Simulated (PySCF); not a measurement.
The group X on silaethenyl-X is varied. Gas-phase values, no solvent. One relaxed conformer stands for each flexible species; it need not be the lowest. Strings in code marks are SMILES.

The four lowest singlet excitations (Tamm–Dancoff). Method: PBE0-D3(BJ)/def2-TZVP in PySCF. Excitations are Tamm–Dancoff values on a coarser integration grid. The basis has no diffuse functions, so Rydberg states are missing or too high.

```csv
state,energy (eV),wavelength (nm),oscillator strength
S1,4.39,282,0.230
S2,5.94,209,0.066
S3,6.05,205,0.057
S4,6.24,199,0.043
```

Task: Identify which member gives these states.
A) `C=[SiH]C`
B) `C=[SiH]CC` (C–Si–C–C torsion 1°)
C) `C=C[SiH]=C` (C–C–Si–C torsion 15°)
D) `C=[SiH]C=O` (C–Si–C–O torsion 0°)

Result: C, `C=C[SiH]=C` (C–C–Si–C torsion 15°)
